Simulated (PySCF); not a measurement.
## A search over the determinants of AsF

Unrestricted PBE0; basis As def2-TZVPPD, F def2-TZVPPD; no relativity; PySCF 2.14. Outer shells of the fragments: As 3d10 4s2 4p3; F 2s2 2p5.

Followed along the bond (rough minima from three points):

```csv
2Ms+1,unpaired,⟨S²⟩ at the start,R at minimum (Å),Te (eV)
3,π ↑↑,2.00,1.75,0.00
1,π ↑↓,1.01,1.75,0.33
1,none,0.00,1.74,1.41
5,"σ ↑↑, π ↑↑",6.00,none in the scan,≤ 6.11
```

Solutions found at the starting distance of 1.790 Å, counted from the lowest of them; the search is not exhaustive and high or unbound solutions are not listed, so other states can lie among these:

```json
{"2Ms+1": "3", "unpaired": "π ↑↑", "term": "³Σ⁻", "E (eV)": "0.00", "⟨S²⟩": "2.00", "⟨Lz²⟩": "0.00", "μ (D)": "-1.89"}
{"2Ms+1": "1", "unpaired": "π ↑↓", "term": "mixed", "E (eV)": "0.33", "⟨S²⟩": "1.01", "⟨Lz²⟩": "2.02", "μ (D)": "-1.85"}
{"2Ms+1": "1", "unpaired": "none", "term": "mixed", "E (eV)": "1.42", "⟨S²⟩": "0.00", "⟨Lz²⟩": "2.01", "μ (D)": "-1.69"}
{"2Ms+1": "3", "unpaired": "σ ↑, π ↑", "term": "³Π", "E (eV)": "3.35", "⟨S²⟩": "2.01", "⟨Lz²⟩": "1.01", "μ (D)": "-1.34"}
{"2Ms+1": "1", "unpaired": "σ ↓, π ↑", "term": "mixed", "E (eV)": "3.68", "⟨S²⟩": "1.01", "⟨Lz²⟩": "1.01", "μ (D)": "-1.25"}
{"2Ms+1": "3", "unpaired": "σ ↑, π ↑", "term": "³Π", "E (eV)": "6.26", "⟨S²⟩": "2.01", "⟨Lz²⟩": "1.01", "μ (D)": "-0.39"}
{"2Ms+1": "5", "unpaired": "σ ↑↑, π ↑↑", "term": "⁵Σ⁻", "E (eV)": "6.79", "⟨S²⟩": "6.00", "⟨Lz²⟩": "0.00", "μ (D)": "-0.23"}
{"2Ms+1": "1", "unpaired": "σ ↓, π ↑", "term": "mixed", "E (eV)": "6.80", "⟨S²⟩": "1.02", "⟨Lz²⟩": "1.01", "μ (D)": "0.10"}
{"2Ms+1": "3", "unpaired": "π ↑↑", "term": "mixed", "E (eV)": "7.38", "⟨S²⟩": "2.01", "⟨Lz²⟩": "2.01", "μ (D)": "2.47"}
{"2Ms+1": "5", "unpaired": "σ ↑, π ↑↑↑", "term": "⁵Π", "E (eV)": "8.05", "⟨S²⟩": "6.00", "⟨Lz²⟩": "1.00", "μ (D)": "2.54"}
```

A term symbol is given only where ⟨S²⟩ and ⟨Lz²⟩ are close to those of a pure state; real π, δ and φ orbitals otherwise mix terms. A positive dipole means As(−)F(+).

Spin–orbit coupling is left out. Counting both spins, an empty level lies below a filled one in some of these solutions, because spin and occupation are held.
